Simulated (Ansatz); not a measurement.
`[SiH3]B(Cl)Cl` + CH₃NH₂ → `CNB(Cl)Cl` + SiH₄  (cleavage of the B–Si bond)

Gas-phase electronic energies from Ansatz, PBE0-D4/def2-TZVP geometries. CCSD(T)/CBS adds triple-zeta CCSD(T) − MP2 to the extrapolated MP2 energy (def2 sets, frozen cores). This one scheme is used for every species. DFT in def2-TZVPP. B3LYP here is the variant with VWN-RPA as its local correlation; programs differ in this. HSE06 is defined as in plane-wave codes. Each species was taken in one conformer, which may not be the lowest.

```
         level  ΔE (kcal/mol)  difference from CCSD(T)/CBS
        B97M-V          -36.6                         -0.3
      B3LYP-D4          -37.1                         -0.8
  CAM-B3LYP-D4          -38.6                         -2.3
        B2PLYP          -37.4                         -1.1
         HSE06          -35.3                          1.0
     CAM-B3LYP          -38.4                         -2.1
 HF/def2-QZVPP          -38.6                         -2.3
MP2/def2-QZVPP          -38.3                         -2.0
 MP2/CBS(def2)          -38.0                         -1.7
CCSD/CBS(def2)          -36.5                         -0.2
   CCSD(T)/CBS          -36.3                            0
```

Largest T1 diagnostic among the species: 0.013.

At CCSD(T), def2-SVP lies −4.4 kcal/mol from the extrapolated value and def2-TZVPP −0.6 kcal/mol. Leaving LDA and LC-ωPBE aside and taking each functional with its dispersion term where it has one, the values, not all of them listed here, spread over 4.3 kcal/mol, from CAM-B3LYP-D4 to PBE-D4. LDA lies −4.1 kcal/mol from PBE without D4. From BLYP to BHLYP (50 % exact exchange), in def2-TZVPP and without D4, ΔE moves by −3.0 kcal/mol.
